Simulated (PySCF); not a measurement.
Field gradients from PBE0/pcSseg-1 densities (PySCF, non-relativistic) at GFN2-xTB geometries, isolated species, one conformer each; χzz is the principal value of largest magnitude, with Q(14N) = 0.02044 b, Q(17O) = −0.0256 b. GFN2-xTB bond lengths can be off by several hundredths of an ångström, more for odd bonds, and the gradients follow them. The basis is small and wasn't made for field gradients, so the couplings can be 20 % off.

Question: Rank these 14N sites by the size of the quadrupole coupling, smallest first.
A. The C=N nitrogen of `C=C[Si@H](N=C)C(C)=O`
B. N6 (hydrazine nitrogen) in `[CH3:1][N:2]1[CH2:3][CH2:4][CH2:5][N:6]1[SiH3:7]`
C. N6 (hydrazine nitrogen) in `[CH2:1]=[CH:2][N:3]([CH2:4][CH3:5])[NH:6][SiH3:7]`
D. N5 (silicon-bound nitrogen) in `[CH3:1][Si@@:2]([NH2:3])([OH:4])[NH:5][CH2:6][CH2:7][CH2:8][NH2:9]`

Answer: D (4.594 MHz), A (4.914 MHz), C (6.199 MHz), B (6.539 MHz).

These 17O couplings (χzz in MHz, η) are listed in rising order: (-10.11, 0.42); (-9.055, 0.37); (-7.702, 0.22); (11.97, 0.49); (12.57, 0.58). Assign them to: the silanol oxygen of `C[Si@@](N)(O)NCCCN`; O9 (sulfonyl oxygen) in `[CH2:1]=[CH:2][C@@H:3]([CH3:4])[C@H:5]([F:6])[S:7](=[O:8])(=[O:9])[Cl:10]`; the ketone oxygen of `O=C1CCCC[C@H]1CCCl`; the carbonyl oxygen of `C=C[Si@H](N=C)C(C)=O`; the silyl ether oxygen of `CCO[SiH2]/C=C/C#N`.

-10.11 MHz, η 0.42: the silyl ether oxygen of `CCO[SiH2]/C=C/C#N`; -9.055 MHz, η 0.37: the silanol oxygen of `C[Si@@](N)(O)NCCCN`; -7.702 MHz, η 0.22: O9 (sulfonyl oxygen) in `[CH2:1]=[CH:2][C@@H:3]([CH3:4])[C@H:5]([F:6])[S:7](=[O:8])(=[O:9])[Cl:10]`; 11.97 MHz, η 0.49: the ketone oxygen of `O=C1CCCC[C@H]1CCCl`; 12.57 MHz, η 0.58: the carbonyl oxygen of `C=C[Si@H](N=C)C(C)=O`.

All sites together:

```tsv
nucleus	site	Vzz (au)	η	χzz (MHz)
14N	N5 (silicon-bound nitrogen) in [CH3:1][Si@@:2]([NH2:3])([OH:4])[NH:5][CH2:6][CH2:7][CH2:8][NH2:9]	-0.957	0.40	-4.594
14N	the C=N nitrogen of C=C[Si@H](N=C)C(C)=O	-1.023	0.78	-4.914
14N	N6 (hydrazine nitrogen) in [CH3:1][N:2]1[CH2:3][CH2:4][CH2:5][N:6]1[SiH3:7]	-1.362	0.56	-6.539
14N	N6 (hydrazine nitrogen) in [CH2:1]=[CH:2][N:3]([CH2:4][CH3:5])[NH:6][SiH3:7]	-1.291	0.67	-6.199
17O	the silanol oxygen of C[Si@@](N)(O)NCCCN	1.505	0.37	-9.055
17O	O9 (sulfonyl oxygen) in [CH2:1]=[CH:2][C@@H:3]([CH3:4])[C@H:5]([F:6])[S:7](=[O:8])(=[O:9])[Cl:10]	1.280	0.22	-7.702
17O	the ketone oxygen of O=C1CCCC[C@H]1CCCl	-1.990	0.49	11.97
17O	the carbonyl oxygen of C=C[Si@H](N=C)C(C)=O	-2.089	0.58	12.57
17O	the silyl ether oxygen of CCO[SiH2]/C=C/C#N	1.681	0.42	-10.11
```
